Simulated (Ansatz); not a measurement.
Species: BBr₃, SMILES `BrB(Br)Br` (charge 0, multiplicity 1).

Problem. Give a relaxed geometry from B3LYP-D3(BJ)/def2-TZVP run with Ansatz (an electronic-structure program).

Solution. the end point of this relaxation (outside a Z-matrix the atoms follow the SMILES, hydrogens last).
Cartesian coordinates (Å) in one orientation:
```xyz
4

Br     1.836    -0.509    -0.086
B      0.000     0.000     0.001
Br    -0.478     1.846     0.023
Br    -1.358    -1.338     0.062
```
